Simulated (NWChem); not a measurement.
System: BeSiH₄O; SMILES [SiH3][O][BeH]

```xyz
7

Be     0.0000     0.0000    -2.1127
H      0.0000     0.0000    -3.4412
O      0.0000     0.0000    -0.7049
Si     0.0000     0.0000     0.9405
H     -1.2773    -0.5628     1.4547
H      0.1512     1.3875     1.4547
H      1.1260    -0.8247     1.4547
```
Atoms are numbered in this order, from 1.

Computed with NWChem. Medium grid unless said otherwise, to which SCAN and Minnesota functionals are sensitive. Structure relaxed at the B3LYP/6-31G* (spherical d) level.

Problem. Among these, which level gives the highest value of “dipole (D)”?
A) B3LYP/def2-SVP
B) MN15-L/def2-SVP
C) PBE/def2-SVP
D) OLYP/def2-SVP

Solution. C, PBE/def2-SVP. Values: MN15-L/def2-SVP 0.46; OLYP/def2-SVP 0.64; B3LYP/def2-SVP 0.65; PBE/def2-SVP 0.72
